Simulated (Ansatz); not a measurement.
A nudged elastic band was laid between two geometries of BCl3 + FH (6 atoms, charge 0, multiplicity 1).

Level of theory: RHF/6-31G* (Ansatz).

```yaml
movable_images: 5
climbing_image: yes
spring: 5.0 eV/Å²
optimiser: quadratic models (default)
start_path: through a guess of the saddle point
force_threshold: 0.03 eV/Å
iteration_limit: 60
end_points: relaxed
```

Initial state:

```xyz
6
Properties=species:S:1:pos:R:3
B -0.005 0.444 0.004
Cl -0.008 0.809 1.722
Cl 1.509 0.360 -0.858
Cl -1.518 0.283 -0.847
F 0.068 -2.293 0.739
H 0.074 -2.332 1.651
```

Final state:

```xyz
6
Properties=species:S:1:pos:R:3
B 0.012 -0.344 -0.787
Cl 0.025 -0.232 3.044
Cl 1.517 0.437 -1.199
Cl -1.534 0.360 -1.189
F 0.043 -1.494 -0.177
H 0.057 -1.455 2.718
```

Problem. What changes between the two ends?

Solution. Bonds broken: B1–Cl2, F5–H6. Bonds formed: B1–F5, Cl2–H6. BCl3 + FH becomes BCl2F + ClH.

Problem. What energy profile does the band end with?

Solution. The forces met the threshold. The highest image is number 2 of 0 to 6, 1.43 eV above the first end and 2.32 eV above the last; the last end lies 0.89 eV below the first. Neighbouring images differ by up to 1.5 eV, so the band resolves the path poorly. A vibrational analysis at the climbing image gives one clearly imaginary mode, 1586i cm⁻¹: a first-order saddle point. The orbitals stay closed-shell, which can raise the energy where a bond breaks towards radicals; this wasn't checked here.

```csv
image,path coordinate (Å),energy (eV),B1–Cl2 (Å),F5–H6 (Å),B1–F5 (Å)
0,0.00,0.00,1.76,0.91,2.83
1,0.82,0.23,1.79,0.92,2.24
2,1.65,1.43,2.08,1.15,1.51
3,2.19,-0.05,2.54,1.68,1.34
4,2.74,-0.74,3.08,2.14,1.31
5,3.29,-0.87,3.47,2.58,1.30
6,3.84,-0.89,3.83,2.89,1.30
```

Problem. What is the geometry of the highest image?

Solution. 
```xyz
6
Properties=species:S:1:pos:R:3
B 0.014 -0.266 -0.014
Cl 0.010 0.189 2.011
Cl 1.533 0.207 -0.772
Cl -1.529 0.135 -0.762
F 0.049 -1.704 0.435
H 0.043 -1.290 1.512
```

The run took 4.9 min on 1 thread of Arm Neoverse V1 (shared host), peak memory 0.18 GiB.
